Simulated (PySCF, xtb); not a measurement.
CH₃Cd, SMILES [CH3][Cd+], charge +1.

GFN2-xTB run with xtb at its own geometry gives an orbital gap of 4.11 eV.

The structure is a stationary point at B3LYP-D3(BJ)/def2-TZVP. The spin state was assumed, not searched. The isomer is the one that the SMILES or the coordinates give; other isomers of the formula were not compared. The def2 effective core potentials stand for the cores of Cd; spin–orbit coupling is left out.

Question: What does PBE/def2-TZVPD (PySCF) give? (The exact figures need the calculation; the answer reports its results.)

Answer: gap 3.35 eV (levels -13.30 and -9.95 eV).
